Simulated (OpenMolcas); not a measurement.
## Si²⁺: effect of the active space

```json
{
 "Program": "OpenMolcas",
 "Method": "CASSCF",
 "Basis": "ANO-L-VQZP",
 "Scalar Hamiltonian": "non-relativistic, point nucleus",
 "Spin-orbit coupling": "RASSI with atomic mean-field integrals over the reference wave functions, term energies averaged over their components"
}
```

A. 2 electrons in 4 orbitals (3s 3p); 2S+1 = 3 even, 3 roots (0 in the spin-orbit step); 2S+1 = 1 even, 1 root; 2S+1 = 3 odd, 3 roots; 2S+1 = 1 odd, 3 roots; cost of the order of 14 core-seconds
B. 2 electrons in 8 orbitals (3s 3p 4s 4p); 2S+1 = 3 even, 3 roots; 2S+1 = 1 even, 7 roots; 2S+1 = 3 odd, 3 roots; 2S+1 = 1 odd, 3 roots; cost about 11 core-seconds

Energies in cm-1 above 3s2 1S0, the measured ground level; measured values from NIST levels in Kelleher and Podobedova, J. Phys. Chem. Ref. Data 37, 1285 (2008).

| Level | A | B | Measured |
| --- | --- | --- | --- |
| 3s2 1S0 | 0.0 | 0.0 | 0.0 |
| 3s 3p 3P* 0 | 52204 | 51986 | 52725 |
| 3s 3p 3P* 1 | 52311 | 52093 | 52853 |
| 3s 3p 3P* 2 | 52526 | 52309 | 53115 |
| 3s 3p 1P* 1 | 93245 | 92533 | 82884 |

Deviations, from unrounded energies. A percentage is the sum of absolute deviations over the sum of measured energies, with the sign that they share, or ± where signs differ.

```tsv
Against measurement	Levels	A	B
mean absolute deviation (cm-1)	4	3000	3000
other configurations (%)	4	±5.0	±4.9
```

A, B lie about equally close to measurement. The largest miss of B in the table is 3s 3p 1P* 1, by +9600 cm-1. The ranking rests on the paired levels alone, and a cruder setting can come out closer through cancelling errors.

Between A and B the level of the table that moves most is 3s 3p 1P* 1, by 710 cm-1 (lowest in B, highest in A).

The run also gave levels led by 3s 4s, which use shells meant for correlation; these and all levels above them are left out (holds for B). Measured partners are found by configuration, term and J. A level has none where our copy of the source lacks it or the pairing is in doubt (some pairs that miss far off the trend of their configuration count as doubtful), and it then counts in no deviation. Levels of configurations outside the active space are missing. The table leaves out levels that lie high or whose names do not pair safely across all columns.

* marks odd parity.
